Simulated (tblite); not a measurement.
Species: C6H14F2Si.
Atom-mapped SMILES: `[CH3:1][CH:2]([CH3:3])[C@H:4]([CH3:5])[CH2:6][SiH:7]([F:8])[F:9]` (hydrogens: H10, H11, H12 on C1; H13 on C2; H14, H15, H16 on C3; H17 on C4; H18, H19, H20 on C5; H21, H22 on C6; H23 on Si7)

Structure optimised with GFN2-xTB, isolated species.

Question: What internal coordinates does the optimisation give?

Answer: 
```tsv
bond	length (Å)	order
C1–C2	1.529	single
C2–C3	1.527	single
C2–C4	1.544	single
C4–C5	1.526	single
C4–C6	1.537	single
C6–Si7	1.888	single
Si7–F8	1.602	single
Si7–F9	1.603	single
C1–H10, C1–H11, C1–H12	1.087	single
C2–H13	1.097	single
C3–H14, C3–H15, C3–H16	1.087	single
C4–H17	1.096	single
C5–H18, C5–H19, C5–H20	1.087	single
C6–H21	1.095	single
C6–H22	1.092	single
Si7–H23	1.444	single
```

Bonds in one row agree within 0.01 Å and their mean is given. Orders are formal, as drawn. A selection of angles:
```tsv
angle	degrees
C1–C2–C3	109.8
C1–C2–C4	111.2
C3–C2–C4	113.5
C2–C4–C5	113.2
C2–C4–C6	111.0
C5–C4–C6	110.3
C4–C6–Si7	114.7
C6–Si7–F8	109.8
C6–Si7–F9	109.1
F8–Si7–F9	101.8
```

Torsions: C1–C2–C4–C5 -73° (synclinal); C2–C4–C6–Si7 -170° (antiperiplanar); C4–C6–Si7–F8 45° (synclinal).

Of the pairs four or more bonds apart, Si7···H20 is among the closest relative to their van der Waals radii: 2.91 Å, 88 % of the sum of Bondi's values. Si7 (fluorine-bound silicon) is distorted tetrahedral (angles from 101.8° to 120.5°).

Point group: C1 (no symmetry element, even within 0.4 Å). Its GFN2-xTB frequencies are all real (lowest 27 cm⁻¹). One conformer, not necessarily the lowest. 3 starts were optimised and ended at 0.00, 0.60 and 0.65 kcal/mol (GFN2-xTB); the lowest of these is shown.

The numbers are calculated, not measured.
